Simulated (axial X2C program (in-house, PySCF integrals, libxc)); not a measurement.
Testing model relations on SeI⁻

A bond curve at the PBE0 level, two-component, was computed with an axial X2C code built on PySCF integrals (basis I dyall-acv3z [12s13p9d5f1g], Se dyall-acv3z [9s10p7d5f1g] (cores contracted in-house)) for the state Ω = 0 (closed shell). Its fit gives Re = 2.5523 Å, ωe = 230.0 cm⁻¹, ωexe = 0.697 cm⁻¹ and αe = 1.936e-04 cm⁻¹; the masses are 126.9045 and 79.9165 u. Two-component means X2C with spin–orbit coupling and atomic mean-field Coulomb and Gaunt terms.

Q: Find the reduced mass, Be and the force constant.

A: From the PBE0 values: μ = 49.0364 u. Be = 16.8576/(μ Re²) = 0.05277 cm⁻¹. k = 5.8918×10⁻⁷ μ ωe² = 1.53 mdyn/Å.

Q: Where do the fundamental and the first overtone lie?

A: ν(1←0) = ωe − 2ωexe = 228.6 cm⁻¹; ν(2←0) = 2ωe − 6ωexe = 455.8 cm⁻¹.

Q: Estimate De from a Morse curve and compare with the computed well depth of 1.571 eV to I- + Se.

A: De(Morse) = ωe²/(4ωexe) = 2.352 eV against 1.571 eV computed, a ratio of 1.50. The extrapolation overshoots: the well softens faster than a Morse curve, or the lowest atomic limit lies below the one to which the curve heads.

Q: Give B0, the J = 1←0 line in GHz and the most populated J at 300 K (kT = 208.5 cm⁻¹).

A: B0 = Be − αe/2 = 0.05268 cm⁻¹; 2B0 = 3.158 GHz; J(max) ≈ √(kT/2B0) − 1/2 = 44.0, so J = 44.

Q: Estimate the centrifugal constant by the Kratzer relation.

A: D = 4Be³/ωe² = 1.11e-08 cm⁻¹.

One determinant describes the state; a PBE0 search over occupations chose it and may have missed a lower one. Dissociation energies refer to the lowest single-determinant-based atoms at the same level and basis. The functionals have no current-density term, which raises determinants with orbital currents, atoms included.
